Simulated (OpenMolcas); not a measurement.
## Multiconfigurational calculation on Ru⁺

Input:

```
&GATEWAY
Coord
1

Ru 0.0 0.0 0.0
Basis=ANO-R3
Group=XYZ
NoMove
AngMom=0.0 0.0 0.0
AMFI
&SEWARD
&RASSCF
FileOrb=start.orb
Symmetry=1
Spin=4
nActEl=7 0 0
Inactive=9 9
Ras2=5 0
CIRoot=10 10 1
SDav=10
CIMx=300
Iter=120 100
PrWF=0.3
OrbListing=Nothing
MaxOrb=0
Atom
>>> COPY $Project.JobIph JOB001
&RASSCF
FileOrb=start.orb
Symmetry=1
Spin=2
nActEl=7 0 0
Inactive=9 9
Ras2=5 0
CIRoot=40 40 1
SDav=40
CIMx=300
Iter=120 100
PrWF=0.3
OrbListing=Nothing
MaxOrb=0
Atom
>>> COPY $Project.JobIph JOB002
&RASSI
NrOfJobIphs=2 10 40
1 2 3 4 5 6 7 8 9 10
1 2 3 4 5 6 7 8 9 10 11 12 13 14 15 16 17 18 19 20 21 22 23 24 25 26 27
28 29 30 31 32 33 34 35 36 37 38 39 40
IphNames
JOB001
JOB002
EJob
SpinOrbit
DIPRint=1.0
SOCoupling=1000.0
Subsets=2
MEES
Property=10
'ANGMOM' 1 'ANGMOM' 2 'ANGMOM' 3 'MLTPL  1' 1 'MLTPL  1' 2 'MLTPL  1' 3
'AMFI' 1 'AMFI' 2 'AMFI' 3 'MLTPL  2' 6
SOProperty=3
'ANGMOM' 1 'ANGMOM' 2 'ANGMOM' 3
```

Launched by
```bash
OMP_NUM_THREADS=1 MOLCAS_MEM=1689 MOLCAS_PROJECT=a pymolcas a.inp > a.log  # once for each step of the input, in one work folder
```

A driver script runs the steps one by one and writes start.orb anew before each from the orbitals found so far.

Output, cut to the results:

```
--- SEWARD ---
Basis set label: RU.ANO-R...8S6P5D3F2G1H.

      Electronic valence basis set:
      ------------------
      Associated Effective Charge  44.000000 au
      Associated Actual Charge     44.000000 au
      Nuclear Model: Finite nucleus - Gaussian distribution
        Gaussian exponent, Xi/bohr**(-2):  2.09653E+08

      Shell  nPrim  nBasis  Cartesian Spherical Contaminant
         s      23       8        X
         p      16       6        X
         d      12       5                 X
         f       6       3                 X
         g       5       2                 X
         h       3       1                 X
                  Relativistic X2C integrals
                  Atomic mean-field integrals
--- RASSCF ---
Wave function specifications:
      -----------------------------

      Number of closed shell electrons          36
      Number of electrons in active shells       7
      Max number of holes in RAS1 space          0
      Max nr of electrons in RAS3 space          0
      Number of inactive orbitals               18
      Number of active orbitals                  5
      Number of secondary orbitals              78
      Spin quantum number                      1.5
      State symmetry                             1
Orbital specifications:
      -----------------------

      Symmetry species                           1   2
                                                ag  au
      Frozen orbitals                            0   0
      Inactive orbitals                          9   9
      Active orbitals                            5   0
      RAS1 orbitals                              0   0
      RAS2 orbitals                              5   0
      RAS3 orbitals                              0   0
      Secondary orbitals                        37  41
      Deleted orbitals                           0   0
      Number of basis functions                 51  50
      Number of CSFs                            10
      Number of root(s) required                10
      Iter CI   SX   CI       RASSCF       Energy    max ROT     max BLB   max BLB  Level Ln srch  Step   QN
          iter iter root      energy       change     param      element    value   shift minimum  type update
 Nr of preliminary CI iterations:   1
      Total energies have been shifted. Add                -4000.00 au
        1   1   10    0  -527.78261402    0.00E+00  -4.45E-03    7  13 2  1.58E-02*  0.00   0.00    SX    NO
        2   1    9    0  -527.78297862   -3.65E-04*  2.21E-03   14  23 1  3.40E-03*  0.00   0.00    SX    NO
        3   1    9    0  -527.78299108   -1.25E-05*  1.58E-03    8  14 2  2.88E-03*  0.00   0.00    SX    NO
        4   1    9    0  -527.78299716   -6.08E-06*  1.28E-03    8  11 2  2.11E-03*  0.00   0.00    SX    NO
        5   1    9    0  -527.78300084   -3.68E-06*  5.57E-04    7  10 2 -1.68E-03*  0.00   0.56    LS   YES
        6   1    5    0  -527.78300653   -5.69E-06*  3.65E-06    9  16 1  3.33E-05   0.00   1.00    QN   YES
        7   1    4    0  -527.78300653   -7.27E-10   9.59E-07    9  16 1  5.45E-06   0.00   1.17    QN   YES
      Convergence after  7 iterations
        8   1    4    0  -527.78300653   -2.64E-11   9.59E-07    8  33 1 -5.83E-07   0.00   1.17    QN   YES
      Natural orbitals and occupation numbers for root  1
      sym 1:   1.664970   1.000000   1.664970   1.335030   1.335030
      Natural orbitals and occupation numbers for root  2
      sym 1:   1.884073   1.115927   1.884073   1.000000   1.115927
      Natural orbitals and occupation numbers for root  3
      sym 1:   1.000000   1.880210   1.119790   1.119790   1.880210
::    RASSCF root number  1 Total energy:  -4527.79940675
::    RASSCF root number  2 Total energy:  -4527.79940675
::    RASSCF root number  3 Total energy:  -4527.79940675
::    RASSCF root number  4 Total energy:  -4527.79940675
::    RASSCF root number  5 Total energy:  -4527.79940675
::    RASSCF root number  6 Total energy:  -4527.79940675
::    RASSCF root number  7 Total energy:  -4527.79940675
::    RASSCF root number  8 Total energy:  -4527.74473934
::    RASSCF root number  9 Total energy:  -4527.74473934
::    RASSCF root number 10 Total energy:  -4527.74473934
--- RASSCF ---
Wave function specifications:
      -----------------------------

      Number of closed shell electrons          36
      Number of electrons in active shells       7
      Max number of holes in RAS1 space          0
...
--- RASSI ---
SPIN-FREE ENERGIES:
  (Shifted by EMIN (a.u.) =      -4527.7994067520)

 SF State       Relative EMIN(au)   Rel lowest level(eV)    D:o, cm**(-1)      L_eff

     1             0.0000000000        0.0000000000              0.0000         3.0
     2             0.0000000000        0.0000000000              0.0000         3.0
     3             0.0000000000        0.0000000000              0.0000         3.0
     4             0.0000000000        0.0000000000              0.0000         3.0
     5             0.0000000000        0.0000000000              0.0000         3.0
     6             0.0000000000        0.0000000000              0.0000         3.0
     7             0.0000000000        0.0000000000              0.0000         3.0
     8             0.0546674109        1.4875760326          11998.1099         1.0
     9             0.0546674109        1.4875760326          11998.1099         1.0
    10             0.0546674109        1.4875760326          11998.1099         1.0
    11             0.0575345069        1.5655936895          12627.3647         4.0
    12             0.0575345069        1.5655936895          12627.3647         4.0
    13             0.0575345069        1.5655936895          12627.3647         4.0
    14             0.0575345069        1.5655936895          12627.3647         4.0
    15             0.0575345069        1.5655936895          12627.3647         4.0
    16             0.0575345069        1.5655936895          12627.3647         4.0
    17             0.0575345069        1.5655936895          12627.3647         4.0
    18             0.0575345069        1.5655936895          12627.3647         4.0
    19             0.0575345069        1.5655936895          12627.3647         4.0
    20             0.0756395741        2.0582576673          16600.9677         4.9
    21             0.0756395741        2.0582576673          16600.9677         4.5
...
```

Levels above the lowest, from the spin-orbit matrix, grouped by J:

```
Configuration   Term     J  E (cm-1)  Measured (cm-1)      g  Term weight %    Second
          4d7     4F   9/2       0.0              0.0  1.331             99          
          4d7     4F   7/2      1537             1523  1.238            100          
          4d7     4F   5/2      2577             2494  1.030             99          
          4d7     4F   3/2      3256             3104  0.404             99          
          4d7     4P   5/2     12985             8257  1.596             99          
          4d7     4P   3/2     13122             8478  1.670             84     15 2P
          4d7     2G   9/2     13377                   1.099             91      7 2H
          4d7     4P   1/2     14082             9374  2.553             94      6 2P
          4d7     2G   7/2     14910                   0.891             99          
          4d7     2P   3/2     17521                   1.253             61  24 2D(1)
          4d7     2H  11/2     17716                   1.091            100          
          4d7     2P   1/2     19116                   0.783             94      6 4P
          4d7     2H   9/2     19194                   0.924             93      7 2G
          4d7  2D(1)   5/2     19321                   1.204             98          
          4d7  2D(1)   3/2     21878                   0.940             74     23 2P
          4d7     2F   5/2     29702                   0.860             99          
          4d7     2F   7/2     30415                   1.142            100          
          4d7  2D(2)   3/2     46301                   0.800            100          
          4d7  2D(2)   5/2     47043                   1.199             99
```

Against the 6 measured excited levels shown (NIST Handbook of Basic Atomic Spectroscopic Data) the mean absolute deviation is 2400 cm-1; the largest miss in energy is 4d7 4P 5/2: computed 12985, measured 8257 cm-1 (+57.3 %).

Configurations with an s electron lie low at this charge and mix in, so terms can be misplaced. Without dynamic correlation excited terms often stand tens of per cent too high (terms of higher spin than the ground term too low), and those without a measured partner can miss by more than the paired ones. Measured partners are found by configuration, term and J. A level has none where our copy of the source lacks it or the pairing is in doubt (some pairs that miss far off the trend of their configuration count as doubtful), and it then counts in no deviation. Only configurations of the active space appear.

The term weight is that of the spin-free term in the level, not the purity of its configuration. A number in round brackets counts repeated terms of one configuration in the order of the reference energies.
